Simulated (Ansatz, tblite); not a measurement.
Forces on the cluster Cs₃H₄⁻ at its PBE-D4/def2-TZVPD geometry. The state is a singlet with charge -1.

In the def2 sets Cs takes a core potential; there is no spin–orbit coupling. The xTB rows come from tblite. Correlated methods freeze no core orbitals; core or outer-core shells of Cs are correlated, in sets that lack core-valence functions. The structure comes from a short search, and lower isomers may exist.

GFN1-xTB (tblite), largest force 0.31 eV/Å:

```xyz
7
positions Å, forces eV/Å
Cs    1.350    2.031   -0.444   -0.191   -0.236    0.064
Cs   -1.118   -1.151   -1.890    0.114    0.158    0.243
Cs    0.277   -1.194    2.154   -0.059    0.163   -0.258
H     0.858    1.608    2.349   -0.064   -0.014   -0.044
H     1.409   -0.869   -0.496    0.216   -0.133   -0.076
H    -0.766    1.658   -2.344   -0.023   -0.015    0.073
H    -2.010   -2.083    0.671    0.008    0.077   -0.002
```

GFN2-xTB (tblite), largest force 0.47 eV/Å:

```
Cs -0.250 -0.392 0.082
Cs 0.220 0.216 0.358
Cs -0.046 0.223 -0.413
H -0.111 -0.041 -0.097
H 0.178 -0.110 -0.063
H -0.027 -0.044 0.143
H 0.036 0.147 -0.011
```

PBE-QIDH/def2-TZVPD (Ansatz), largest force 0.13 eV/Å:

```
Cs 0.018 0.029 -0.006
Cs -0.016 -0.015 -0.026
Cs 0.003 -0.016 0.030
H 0.020 0.068 0.092
H 0.104 -0.064 -0.037
H -0.041 0.070 -0.084
H -0.088 -0.071 0.030
```
